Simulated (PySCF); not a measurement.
CH₇GaO₃, singlet (CAM-B3LYP/def2-SVP optimised geometry):

```
12

Ga     0.037     0.246     0.000
H      1.589     0.246     0.000
O     -0.975    -1.096    -0.649
H     -0.500    -1.867    -0.976
O     -0.933     1.792     0.000
H     -1.589     1.867    -0.702
C     -1.426    -0.838     2.490
O     -0.647     0.242     1.982
H     -2.123    -0.473     3.257
H     -0.735    -1.552     2.958
H     -1.969    -1.342     1.677
H     -1.204     1.010     1.723
```

Calculation: CAM-B3LYP/def2-TZVP run with PySCF.

What are the frontier orbital energies and the dipole moment?

HOMO-2 -10.00 eV, HOMO-1 -9.78 eV, HOMO -9.56 eV, LUMO 1.31 eV, LUMO+1 1.70 eV; dipole moment 2.28 D.

On the same geometry PBE/def2-TZVP (PySCF 2.14.0) gives HOMO-2 -6.94 eV, HOMO-1 -6.56 eV, HOMO -6.46 eV, LUMO -0.41 eV, LUMO+1 0.05 eV; dipole moment 2.18 D.

Meta-Löwdin charges at CAM-B3LYP/def2-TZVP: Ga1 0.80, H2 -0.10, O3 -0.76, H4 0.33, O5 -0.78, H6 0.33, C7 -0.12, O8 -0.46, H9 0.12, H10 0.13, H11 0.13, H12 0.37.
